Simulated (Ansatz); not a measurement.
Total energies of Ga(AsH3)H3 (GaAsH₆) from Ansatz at PBE0-D4/def2-TZVP, gas phase (1 Eh = 27.2114 eV = 2625.5 kJ/mol). The reference geometry is relaxed at B3LYP-D4/def2-TZVP.

```xyz
8

Ga    1.584    0.029    0.061
As   -1.120   -0.020   -0.047
H    -1.885    1.022   -0.834
H    -1.934    0.096    1.224
H    -1.848   -1.223   -0.606
H     1.686    1.511    0.585
H     1.806   -0.259   -1.471
H     1.710   -1.157    1.089
```

| state | geometry | energy (Eh) |
| --- | --- | --- |
| charge 0 singlet | reference | -4163.76885 |
| charge 1 doublet | reference | -4163.39496 |
| free Ga atom (doublet) | – | -1924.55212 |
| free As atom (quartet) | – | -2235.53903 |
| free H atom (doublet) | – | -0.50104 |

Problem. Work out the vertical ionisation energy to the doublet.

Solution. E(charge 1 doublet) − E(charge 0 singlet) = -4163.39496 − (-4163.76885) = 0.37389 Eh = 10.17 eV. For comparison, −ε of the highest occupied level is 7.96 eV at this level, 2.21 eV less.

Problem. What is the binding energy per atom against free atoms?

Solution. Atoms: 1 × (-1924.55212) + 1 × (-2235.53903) + 6 × (-0.50104) = -4163.09739 Eh. Binding: -4163.09739 − (-4163.76885) = 0.67146 Eh = 18.27 eV, or 2.28 eV for each of 8 atoms (no zero-point energy, no counterpoise term).
